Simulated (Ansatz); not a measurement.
Geometry optimisation, Ansatz 0.2.0, RKS PBE0-D4/def2-SVP.

Input file:

```yaml
crystal:
  periodic: [false, false, false]
  atoms:
    - { symbol: Sn, position_ang: [0.163453, 0.086221, 0.000311] }
    - { symbol: Cl, position_ang: [0.946466, -0.013493, 2.250915] }
    - { symbol: H, position_ang: [1.83849, -0.232707, -0.194698] }
    - { symbol: H, position_ang: [-0.669365, 1.492975, -0.44988] }
    - { symbol: O, position_ang: [-1.102614, -1.378189, -0.371599] }
    - { symbol: H, position_ang: [-0.86533, -2.199408, 0.079751] }
basis:
  gaussian: { orbitals: def2-SVP }
hamiltonian:
  xc: pbe0
  dispersion: d4
relax:
  f_tol: 0.03
  max_steps: 50
```

Run as:

```bash
$ ansatz run input.yaml --threads 2 --pin off --max-ram 3072MiB --backend cpu --events-out ev --progress --plain --runs-dir out
```

Problem. Where does it end, and by what steps?

Solution. The run converged. After 4 steps the energy has fallen by 0.460 eV; H3 moved furthest, 0.44 Å.

| step | energy less start (eV) | largest force component (eV/Å) | accepted |
| --- | --- | --- | --- |
| 0 | 0.0000 | 1.130 | yes |
| 1 | -0.3202 | 0.519 | yes |
| 2 | -0.4494 | 0.226 | yes |
| 3 | -0.4592 | 0.040 | yes |
| 4 | -0.4597 | 0.014 | yes |

```xyz
6
Properties=species:S:1:pos:R:3
Sn 0.265 0.061 0.090
Cl 0.633 0.058 2.417
H 1.779 -0.274 -0.629
H -0.532 1.499 -0.343
O -1.042 -1.367 -0.295
H -0.791 -2.222 0.075
```

The run took 10 s on 2 threads of Arm Neoverse V1 (shared host), peak memory 0.15 GiB.
